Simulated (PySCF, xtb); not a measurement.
silacyclobutane (C3H8Si), SMILES C1[SiH2]CC1.

Harmonic wavenumbers (cm⁻¹) from GFN2-xTB (xtb) at its own minimum, in rising order: 77, 431, 450, 528, 613, 678, 717, 723, 775, 816, 874, 990, 1002, 1051, 1170, 1187, 1210, 1223, 1288, 1474, 1478, 1503, 2248, 2256, 2977, 2996, 2999, 3008, 3011, 3016.

Question: What does PySCF with B3LYP-D3(BJ)/def2-SVP give at its own minimum? (An estimate is asked for; the answer gives what the named calculation found.)

Answer: 149, 412, 504, 541, 641, 672, 744, 815, 825, 892, 921, 957, 964, 981, 1081, 1152, 1208, 1238, 1288, 1415, 1432, 1470, 2201, 2209, 3033, 3056, 3057, 3084, 3126, 3126. Paired by order, the mean absolute difference is 49 cm⁻¹ and the zero-point energies are 61.1 and 61.7 kcal/mol.
